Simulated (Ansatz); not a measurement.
Reaction (isomerisation): `CC[CH2][AlH][F]` → `CC[CH](F)[AlH2]`

Gas-phase electronic energies from Ansatz, PBE0-D4/def2-TZVP geometries. CCSD(T)/CBS is the MP2 limit (def2-TZVPP, def2-QZVPP) plus CCSD(T) − MP2 in def2-TZVPP, frozen cores. Functionals use def2-TZVPP. Each species was taken in one conformer, which may not be the lowest.

`CC[CH2][AlH][F]`:

Z-matrix (Å, degrees):
```
C
C 1 1.520
H 1 1.093 2 111.7
H 1 1.094 2 110.9 3 120.4
H 1 1.094 2 110.9 3 -120.4
C 2 1.529 1 113.2 3 -180.0
H 2 1.096 1 109.1 3 -57.2
H 2 1.096 1 109.1 3 57.3
Al 6 1.947 2 115.3 1 -180.0
H 6 1.099 2 110.1 1 -57.3
H 6 1.099 2 110.1 1 57.3
F 9 1.655 6 118.5 2 179.8
H 9 1.582 6 125.6 2 -0.2
```

`CC[CH](F)[AlH2]`:

Cartesian coordinates in Å:
```
C -0.903 1.546 -0.718
C -0.401 0.116 -0.592
C 0.431 -0.126 0.656
F -0.354 0.163 1.792
Al 1.170 -1.966 0.811
H -1.515 1.674 -1.613
H -0.066 2.247 -0.778
H -1.507 1.820 0.149
H 0.218 -0.142 -1.460
H -1.253 -0.575 -0.604
H 1.249 0.612 0.665
H 2.236 -2.429 -0.275
H 0.695 -2.940 1.967
```

| level | ΔE (kcal/mol) |
| --- | --- |
| PBE0-D4 | 67.5 |
| r2SCAN | 69.0 |
| MP2/def2-TZVPP | 73.2 |
| HF/def2-QZVPP | 68.9 |

Q: What does CCSD(T)/CBS give? (Estimate.)

A: Ansatz gave: +70.7 kcal/mol. The listed levels differ from it by -3.2, -1.7, 2.5, -1.8 kcal/mol.

Largest T1 diagnostic among the species: 0.011.

In def2-TZVPP, CCSD(T) changes the Hartree–Fock value by +1.5 kcal/mol (the triples alone add −0.2 kcal/mol) and MP2 by +4.9 kcal/mol. From PBE to PBE0 (25 % exact exchange), in def2-TZVPP and without D4, ΔE moves by +1.4 kcal/mol.
